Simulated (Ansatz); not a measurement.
The cluster SbAs₂⁺ (the lowest singlet isomer of a short search) was relaxed with r2SCAN-D4 (def2-TZVP) in Ansatz in these states: charge +1 quintet, charge +1 singlet, charge +1 triplet. The geometries follow in no particular order.

In the def2 sets Sb takes a core potential; there is no spin–orbit coupling.

A:

```xyz
3

As   -0.5190   -0.4327   -1.2055
As    0.6677    1.2079   -0.0717
Sb   -0.1487   -0.7751    1.2772
```

B:

```xyz
3

As   -1.423   -0.005   -0.414
As    0.588    1.336   -0.261
Sb    0.836   -1.331    0.676
```

C:

```
atom    x (Å)    y (Å)    z (Å)
 As1   0.6690  -0.4864  -1.2238
 As2  -0.1386   1.2739  -0.1788
 Sb3  -0.5304  -0.7876   1.4026
```

**Question.** Judge from the bond lengths which geometry belongs to which state (an estimate).

**Answer.** A is the charge +1 singlet (As1–Sb3 2.533 Å, As2–Sb3 2.533 Å, As1–As2 2.321 Å); B is the charge +1 quintet (As1–Sb3 2.837 Å, As2–Sb3 2.837 Å, As1–As2 2.422 Å); C is the charge +1 triplet (As1–Sb3 2.903 Å, As2–Sb3 2.628 Å, As1–As2 2.201 Å).

At PBE0-D4/def2-TZVP a singlet lies 2.94 eV below the charge +1 quintet. At PBE0-D4/def2-TZVP a singlet lies 1.22 eV below the charge +1 triplet. These are the stationary points nearest to one start from a short search; other shapes may lie lower in each state.
